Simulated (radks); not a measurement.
Values are calculated unless marked as measured or tabulated.
Question: Neutral gadolinium: order these configurations by energy. Code: a radial shooting solver on a logarithmic mesh with Libxc functionals. Model: scalar-relativistic Kohn-Sham, r2SCAN, spin-polarised, spherical densities, finite nucleus; meta-GGA in the generalised Kohn-Sham scheme; Fermi nuclear charge, rms radius of each element as measured or else 0.836 A^(1/3) + 0.57 fm. Open shells are filled with parallel spins first. [Xe] 4f7 5d1 6s1 6p1; [Xe] 4f7 5d1 6s2; [Xe] 4f7 5d2 6s1; [Xe] 4f7 6s2 6p1.

Answer: From the lowest, in eV above it: [Xe] 4f7 5d1 6s2 0.000; [Xe] 4f7 5d2 6s1 0.231; [Xe] 4f7 5d1 6s1 6p1 1.485; [Xe] 4f7 6s2 6p1 2.012.
